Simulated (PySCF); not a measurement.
**RbBi and its ions**

PBE0; Rb def2-SVPD with ECP28, Bi def2-SVPD with ECP60; scalar-relativistic core potentials (PySCF 2.14). Neutral (UKS): triplet (π ↑↑), Re = 3.556 Å, ωe = 94.2 cm⁻¹, De = 1.02 eV, HOMO -3.49 eV, LUMO -1.42 eV.

RbBi⁺ (UKS): quartet (σ ↑, π ↑↑), Re = 4.091 Å, ωe = 37.8 cm⁻¹. The energies at the minima are -238.73271 hartree for RbBi and -238.54699 for RbBi⁺.

Task: Work out the adiabatic ionisation energy, without and with harmonic zero-point energies (1 hartree = 27.2114 eV, 1 eV = 8065.5 cm⁻¹), and the change of the bond length.

Result: At PBE0: 0.18572 hartree = 5.054 eV between the minima; the zero-point term (37.8 − 94.2)/2 cm⁻¹ = -0.003 eV makes it 5.050 eV. Re changes by +53.5 pm against the neutral. The electron leaves a σ orbital, and the ion is left as a loose complex of an ion and an atom.

Spin–orbit coupling is left out, which matters for elements this heavy, above all for dissociation energies. States were picked by a PBE0 search and need not be the measured ground states.
